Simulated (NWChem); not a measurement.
Molecule: AlSiH4OCl; SMILES [AlH]([O][SiH3])[Cl]

```xyz
8

Al     0.8988    -0.7163     0.0003
Cl    -0.5763    -2.2260    -0.0001
H      2.4150    -1.1132     0.0017
O      0.4230     0.9074    -0.0011
Si    -0.4077     2.3335     0.0002
H      0.0301     3.1666     1.1514
H     -1.8724     2.0986     0.1111
H     -0.1367     3.0735    -1.2607
```
Atoms are numbered in this order, from 1.

Computed with NWChem. Medium grid unless said otherwise, to which SCAN and Minnesota functionals are sensitive. Geometry: optimised at B3LYP/6-31G* (spherical d). Total energies of different functionals are on different scales.

| level | energy (Ha) | highest occupied level (eV) | orbital gap (eV) | dipole (D) |
|---|---|---|---|---|
| B3LYP/def2-SVP | -1069.5922 | -8.52 | 7.49 | 0.93 |
| PBE/def2-SVP | -1068.9592 | -7.31 | 5.70 | 0.89 |
| CAM-B3LYP/def2-SVP | -1069.5310 | -10.15 | 10.30 | 0.99 |
| BP86/def2-SVP | -1069.6160 | -7.43 | 5.79 | 0.91 |
| M06-2X/def2-SVP | -1069.4582 | -10.17 | 9.92 | 1.08 |
| BLYP/def2-SVP | -1069.5018 | -7.16 | 5.70 | 0.82 |
| M06-L/def2-SVP | -1069.5274 | [?] | [?] | 1.11 |
| PBE0/def2-SVP | -1069.0583 | -8.79 | 7.95 | 1.01 |
| B97-D/def2-SVP | -1069.4954 | -7.36 | 5.89 | 0.95 |
| N12/def2-SVP | -1069.4090 | -7.17 | 5.79 | 0.95 |

Problem. What belongs in the gaps?

Solution. 
- M06-L/def2-SVP, highest occupied level (eV): -7.64
- M06-L/def2-SVP, orbital gap (eV): 6.61
